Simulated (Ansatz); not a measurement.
Computed with Ansatz on PBE0-D4/def2-TZVP structures; ΔE is electronic, products minus reactants. CCSD(T)/CBS is the MP2 limit (def2-TZVPP, def2-QZVPP) plus CCSD(T) − MP2 in def2-TZVPP, frozen cores. This one scheme is used for every species, atoms too. Functionals use def2-TZVPP. B3LYP here is the variant with VWN-RPA as its local correlation; programs differ in this. No spin–orbit coupling; open shells (•) take unrestricted orbitals. Spin–orbit coupling would lower the free atoms: a little for B, C, F.

`C[C@H]1B[C@@H]1F` → B• + 3 C• + F• + 6 H•  (atomization)

| species | B3LYP-D4 energy (Eh) |
| --- | --- |
| `C[C@H]1B[C@@H]1F` | -242.66025 |
| B• | -24.66392 |
| C• | -37.85948 |
| F• | -99.77015 |
| H• | -0.50215 |

Task: Work out ΔE.

Result: ΔE = 6 × (-0.50215) + 3 × (-37.85948) + (-24.66392) + (-99.77015) − (-242.66025) = 1.63484 Eh = +4292.3 kJ/mol. CCSD(T)/CBS gives +4266.9 kJ/mol.

Largest T1 diagnostic among the species: 0.014.

The D4 term adds +27.3 kJ/mol with B3LYP and +14.3 kJ/mol with PBE0; it sums over pairs of atoms, weighted by their polarisabilities, and B3LYP, whose exchange is more repulsive, gets the larger term. From PBE to PBE0 (25 % exact exchange), in def2-TZVPP and without D4, ΔE moves by −72.9 kJ/mol: exact exchange takes away binding that semilocal exchange gives to molecules.

For atomizations the MP2-based limit and the directly extrapolated one differ by several kJ/mol either way, and by 10 to 25 for some Ge, Se and Sn compounds, so smaller differences from it don't rank the levels.
